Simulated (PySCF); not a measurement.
F3S, SMILES F[S](F)F, multiplicity 2. Atoms are numbered in the order given.

```xyz
4

F      0.0000     1.6573    -0.2853
S      0.0000     0.0000    -0.3588
F      0.0000    -1.6573    -0.2853
F      0.0000     0.0000     1.2084
```
Charge 0, spin multiplicity 2.

Geometry: PBE0-D3(BJ)/def2-TZVP. The geometry has at least one imaginary mode, so it is a saddle point at that level. The isomer is the one that the SMILES or the coordinates give; other isomers of the formula were not compared.

These are PBE0/pcH-1 (PySCF) values and carry that method's errors.

Unrestricted Kohn–Sham, ⟨S²⟩ = 0.756. Hyperfine tensors hold the contact and dipolar terms, without spin-orbit corrections.

Question: Estimate the hyperfine couplings. (The exact figures need the calculation; the answer reports its results.)

Answer: 
| nucleus | A(iso) (MHz) | A(iso) (G) | dipolar principal values (MHz) |
|---|---|---|---|
| 19F no. 1 | 72.8 | 26.0 | -259.1, -216.5, 475.6 |
| 33S no. 2 | 39.8 | 14.2 | -91.4, -81.6, 173.0 |
| 19F no. 3 | 72.8 | 26.0 | -259.1, -216.5, 475.6 |
| 19F no. 4 | 115.8 | 41.3 | -179.2, -173.1, 352.3 |

Question: And the g tensor (effective nuclear charges for spin-orbit coupling, GIAO)? (The exact figures need the calculation; the answer reports its results.)

Answer: principal values 2.0017, 2.0107, 2.0128; isotropic 2.0084.
